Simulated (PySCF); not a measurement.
# Partial charges of `C=C([SiH3])[Si@@H](Cl)CCC`

Species: C₅H₁₃ClSi₂.
SMILES with atom numbers: `[CH2:1]=[C:2]([SiH3:3])[Si@@H:4]([Cl:5])[CH2:6][CH2:7][CH3:8]` (hydrogens: H9, H10 on C1; H11, H12, H13 on Si3; H14 on Si4; H15, H16 on C6; H17, H18 on C7; H19, H20, H21 on C8)

Structure used (GFN2-xTB), in Å, numbered top down from 1:
```xyz
21
C5H13ClSi2 angstrom
C     -2.666   -1.851   -0.866
C     -2.054   -0.785   -0.358
Si    -2.852    0.926   -0.474
Si    -0.377   -0.939    0.503
Cl     0.340   -2.827    0.310
C      0.871    0.273   -0.268
C      2.271    0.172    0.335
C      3.239    1.152   -0.315
H     -2.241   -2.843   -0.821
H     -3.627   -1.784   -1.355
H     -4.216    0.796   -0.988
H     -2.868    1.530    0.861
H     -2.063    1.768   -1.377
H     -0.520   -0.688    1.942
H      0.503    1.292   -0.140
H      0.940    0.104   -1.346
H      2.218    0.373    1.408
H      2.649   -0.845    0.210
H      4.229    1.064    0.127
H      3.322    0.954   -1.382
H      2.893    2.176   -0.183
```

Density: PBE0/pcSseg-1 (PySCF); schemes: Mulliken, IAO, Hirshfeld and ESP-fitted. Isolated species at its GFN2-xTB geometry (one conformer only).

**Question.** Atoms with like bonding are taken together and averaged. Which atoms carry the highest charge in the Mulliken, IAO, Hirshfeld and ESP-fitted schemes?

**Answer.** The schemes don't all agree: Mulliken Si4 (+0.933); IAO Si4 (+0.926); Hirshfeld Si4 (+0.356); ESP-fitted Si3 (+0.365).

**Question.** Which atoms carry the lowest charge in the Mulliken, IAO, Hirshfeld and ESP-fitted schemes?

**Answer.** The schemes don't all agree: Mulliken C2 (-0.778); IAO C6 (-0.543); Hirshfeld C2 (-0.182); ESP-fitted C8 (-0.406).

**Question.** At which atom do the 4 schemes differ most?

**Answer.** At Si4: from +0.201 (ESP-fitted) to +0.933 e (Mulliken), 0.732 e apart.

**Question.** What partial charge does each atom carry?

**Answer.** In e; atoms taken as equivalent share a row and are averaged (×n: the atom named and its like, n in all):

```tsv
atom	environment	Mulliken	IAO	Hirshfeld	ESP-fitted
C1	terminal =CH2 carbon	-0.085	-0.252	-0.075	-0.287
C2	fully substituted alkene carbon	-0.778	-0.541	-0.182	-0.137
Si3	SiH3 silicon	+0.546	+0.599	+0.307	+0.365
Si4	chlorine-bound silicon	+0.933	+0.926	+0.356	+0.201
Cl5	silicon-bound chlorine	-0.338	-0.316	-0.109	-0.171
C6	sp3 carbon bound to silicon	-0.566	-0.543	-0.159	-0.192
C7	chain CH2 carbon	-0.288	-0.241	-0.067	+0.303
C8	methyl carbon	-0.256	-0.414	-0.116	-0.406
H9	vinylic hydrogen	+0.126	+0.150	+0.035	+0.154
H10	vinylic hydrogen	+0.115	+0.144	+0.047	+0.144
H11/H12/H13	Si–H hydrogen	-0.081	-0.116	-0.074	-0.091
H14	Si–H hydrogen	-0.050	-0.131	-0.078	-0.040
H15	methylene hydrogen	+0.149	+0.144	+0.039	+0.069
H16	methylene hydrogen	+0.148	+0.147	+0.039	+0.069
H17	methylene hydrogen	+0.124	+0.130	+0.036	-0.036
H18	methylene hydrogen	+0.132	+0.136	+0.030	-0.041
H19/H20/H21	methyl hydrogen	+0.110	+0.138	+0.040	+0.092
```

Mean size of the charges over all atoms: IAO 0.266 e, Mulliken 0.248 e, ESP-fitted 0.151 e, Hirshfeld 0.096 e. Each set sums to the total charge, 0, to within 0.001 e. The Hirshfeld scheme weights the molecular density at each point by an atom's share of the summed free-atom densities.

**Question.** How many electrons does the IAO scheme count on Si3?

**Answer.** Z − q = 14 − (+0.599) = 13.401.

**Question.** How closely do the schemes follow one another over all atoms?

**Answer.** Correlation coefficient and root-mean-square difference: IAO with Hirshfeld 0.97, 0.216 e; Mulliken with IAO 0.97, 0.079 e; Mulliken with Hirshfeld 0.94, 0.229 e; Hirshfeld with ESP-fitted 0.71, 0.129 e; IAO with ESP-fitted 0.71, 0.246 e; Mulliken with ESP-fitted 0.60, 0.279 e.

**Question.** Sum the charges by element, for elements with more than one atom.

**Answer.** 
```csv
element,atoms,Mulliken,IAO,Hirshfeld,ESP-fitted
C,5,-1.973,-1.991,-0.599,-0.719
Si,2,+1.479,+1.524,+0.663,+0.566
H,13,+0.831,+0.783,+0.044,+0.324
```
